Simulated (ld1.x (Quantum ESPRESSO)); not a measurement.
**neodymium (Nd), RRKJ: configuration errors across variants**

* Element: Nd
* Generator: ld1.x (Quantum ESPRESSO) 7.5
* Type: norm-conserving RRKJ (Kleinman–Bylander form)
* Functional: PBE
* Relativity: non-relativistic
* Frozen core: [Xe]
* Valence charge: 6
* Reference configuration: 4f3 5d1 6s2 6p0
* Partial waves: 6p (bound, empty): rc 3.95 bohr; 5d (bound): rc 3.20 bohr; 4f (bound): rc 1.45 bohr; 6s (bound): rc 2.75 bohr
* Local potential: the s channel
* Core correction: Bessel-smoothed model core inside 0.75 bohr
* rho0: 0.02

All-electron excitation energies from the reference (eV): (1) 4f4 5d0 6s1 6p0 0.951; (2) 4f4 5d0 6s0 6p0 11.183; (3) 4f4 5d0 6s0 6p2 -0.486; (4) 4f3 5d0 6s0 6p0 36.764.

Tests that are not counted but printed errors over 1 eV. “base”: 4f5 5d0 6s0 6p0 (solver errors, printed error -246 eV); 4f4 5d0.5 6s1.5 6p0 (solver errors, printed error -237 eV); 1 more. “wave 6p (bound): rc 3.95 bohr becomes 6p (bound): rc 3.94 bohr”: 4f5 5d0 6s0 6p0 (solver errors, printed error -246 eV); 4f4 5d0.5 6s1.5 6p0 (solver errors, printed error -237 eV); 1 more. “wave 6p (bound): rc 3.95 bohr becomes 6p (bound): rc 4.12 bohr”: 4f5 5d0 6s0 6p0 (solver errors, printed error -246 eV); 4f4 5d0.5 6s1.5 6p0 (solver errors, printed error -237 eV); 1 more. “wave 6p (bound): rc 3.95 bohr becomes 6p (bound): rc 5.38 bohr”: 4f5 5d0 6s0 6p0 (solver errors, printed error -246 eV); 4f4 5d0 6s0 6p2 (solver errors, printed error -245 eV); 2 more.

5 further variants failed, have other tests or too few solved ones, and are left out.

Errors AE − PS in meV (a dash: test not solved or not reliable):

| change | (1) | (2) | (3) | (4) | bound ghosts |
| --- | --- | --- | --- | --- | --- |
| base | -1096 | -1053 | -931 | -405 | none |
| wave 6p (bound): rc 3.95 bohr becomes 6p (bound): rc 3.94 bohr | -1096 | -1053 | -931 | -405 | none |
| wave 6p (bound): rc 3.95 bohr becomes 6p (bound): rc 4.12 bohr | -1096 | -1053 | -925 | -405 | none |
| wave 6p (bound): rc 3.95 bohr becomes 6p (bound): rc 5.38 bohr | -1096 | -1053 | – | -405 | none |

Question: Give the same row for: wave 6p (bound): rc 3.95 bohr becomes 6p (bound): rc 6.02 bohr.

Answer: -1096, -1053, -928, -405; bound ghosts: none. Not counted: 4f5 5d0 6s0 6p0 (solver errors, printed error -246 eV); 4f4 5d0.5 6s1.5 6p0 (solver errors, printed error -237 eV); 1 more.
